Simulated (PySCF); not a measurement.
# (KH)3 ring: 3 charge schemes on one density

(KH)3 ring, K₃H₃.
Cartesian coordinates in Å at the PBE0-D3(BJ)/def2-SVP level; atoms count from 1:
```xyz
6
K3H3 angstrom
K      1.967    1.395   -0.657
H     -0.138    1.505   -1.931
K     -2.089    0.142   -1.296
H     -1.930   -1.365    0.647
K      0.142   -1.537    1.966
H      2.048   -0.139    1.270
```

Density: PBE0/pcSseg-1 (PySCF); schemes: Mulliken, Hirshfeld and ESP-fitted. Geometry: PBE0-D3(BJ)/def2-SVP; no solvent, vibrations or thermal averaging.

**Question.** What partial charge does each atom carry?

**Answer.** In e:

| atom | environment | Mulliken | Hirshfeld | ESP-fitted |
| --- | --- | --- | --- | --- |
| K1 | potassium bonded to 2 H | +0.479 | +0.442 | +0.819 |
| H2 | hydrogen bonded to 2 K | -0.479 | -0.442 | -0.818 |
| K3 | potassium bonded to 2 H | +0.480 | +0.440 | +0.817 |
| H4 | hydrogen bonded to 2 K | -0.479 | -0.441 | -0.815 |
| K5 | potassium bonded to 2 H | +0.479 | +0.442 | +0.816 |
| H6 | hydrogen bonded to 2 K | -0.481 | -0.441 | -0.819 |

Mean size of the charges over all atoms: ESP-fitted 0.817 e, Mulliken 0.480 e, Hirshfeld 0.441 e. Each set sums to the total charge, 0, to within 0.001 e. The Hirshfeld scheme divides the density at each point in proportion to the densities of the neutral, spherically averaged free atoms.

Lowest charge. All schemes pick atoms of one kind: Mulliken H6 (-0.481); Hirshfeld H2 (-0.442); ESP-fitted H6 (-0.819).

Highest charge. All schemes pick atoms of one kind: Mulliken K3 (+0.480); Hirshfeld K1 and K5 (+0.442); ESP-fitted K1 (+0.819).

**Question.** Sum the charges by element.

**Answer.** 
```json
{"element": "K", "atoms": "3", "Mulliken": "+1.439", "Hirshfeld": "+1.323", "ESP-fitted": "+2.451"}
{"element": "H", "atoms": "3", "Mulliken": "-1.439", "Hirshfeld": "-1.324", "ESP-fitted": "-2.451"}
```

**Question.** How many electrons does the ESP-fitted scheme count on K5?

**Answer.** Z − q = 19 − (+0.816) = 18.184.
